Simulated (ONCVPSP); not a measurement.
# Which change was made? (Ar, ONCV)

```json
{
 "Element": "argon",
 "Generator": "ONCVPSP 4.0.1",
 "Type": "optimised norm-conserving Vanderbilt (ONCV)",
 "Functional": "PBE",
 "Relativity": "scalar-relativistic",
 "Frozen core": "[Ne]",
 "Valence charge": "8",
 "Reference configuration": "3s2 3p6",
 "Partial waves": "3s: rc 1.30 bohr, ncon 3, nbas 6, qcut 4.5 1/bohr, 1 projector; 3p: rc 1.20 bohr, ncon 3, nbas 7, qcut 7.3 1/bohr, 1 projector; d scattering state at 0.4 Ha: rc 1.40 bohr, ncon 4, nbas 9, qcut 7.1 1/bohr, 2 projectors, debl 3.3 Ha",
 "Local potential": "polynomial inside 1.20 bohr (lpopt 5, dvloc0 0 Ha)",
 "Core correction": "Teter function fitted to the true core (icmod 2), fcfact 0.7"
}
```

Cutoffs, loose and tight: the cutoffs (Ha) at which the residual kinetic energy of the hardest occupied pseudo-wave falls to 1 and 0.1 mHa per electron. They do not see the model core or the augmentation charge, which bear on the density cutoff. Test errors are all-electron minus pseudo excitation energies from the reference, over the configurations 3s2 3p5; 3s2 3p4; 3s2 3p3; 3s1 3p6; variants that change the core or the reference have their own tests.

The base gives: outcome: generated; cutoff, loose: 48 Ha; cutoff, tight: 82 Ha; bound ghosts: none; GHOST(+) flags above zero: none; largest test error (meV): +143.

Task: After one change the result is: outcome: generated; cutoff, loose: 48 Ha; cutoff, tight: 82 Ha; bound ghosts: none; GHOST(+) flags above zero: s; largest test error (meV): +184. Which change was it?
A. s: rc 1.54
B. d: rc 1.2, qcut 8.3, nproj 0; local potential the d channel
C. s: ncon 5, nbas 8

Result: B. The others give: s: ncon 5, nbas 8 → outcome: generated; cutoff, loose: 73 Ha; cutoff, tight: 92 Ha; bound ghosts: none; GHOST(+) flags above zero: none; largest test error (meV): +113 | s: rc 1.54 → outcome: generated; cutoff, loose: 22 Ha; cutoff, tight: 52 Ha; bound ghosts: none; GHOST(+) flags above zero: none; largest test error (meV): +195.
